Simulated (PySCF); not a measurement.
Compound: NbSeMe3, C3H9NbSe (singlet state).
Bonds: Nb1–Se2, Nb1–C3, Nb1–C7, Nb1–C11. Hydrogens: H4, H5, H6 on C3; H8, H9, H10 on C7; H12, H13, H14 on C11.

The calculation used PBE0-D3(BJ)/def2-SVP geometry optimisation, gas phase, def2 core potentials past Kr in PySCF.

(1) What internal coordinates does the optimisation give?

Results:

(1) 
| bond | length (Å) |
| --- | --- |
| Nb1–Se2 | 2.272 |
| Nb1–C3, Nb1–C7, Nb1–C11 | 2.128 |
| C3–H4 and 8 like bonds | 1.105 |

Bonds in one row agree within 0.01 Å and their mean is given. A selection of angles:
| angle | degrees |
| --- | --- |
| Se2–Nb1–C3 | 107.8 |
| C3–Nb1–C7 | 111.3 |
| Nb1–C3–H4 | 112.5 |
| Nb1–C3–H5 | 108.0 |
| Nb1–C3–H6 | 111.0 |
| H4–C3–H5 | 108.8 |
| H4–C3–H6 | 107.7 |

Nb1 (niobium bonded to 3 C and Se) is tetrahedral (angles from 107.7° to 111.3°). All 3 C–Nb bonds measure 2.128 Å.

Point group: near C3v, missed by 0.14 Å at most; the miss may be what the optimiser left on a soft mode (Cs holds within 0.08 Å). Not checked by PBE0-D3(BJ)/def2-SVP frequencies.
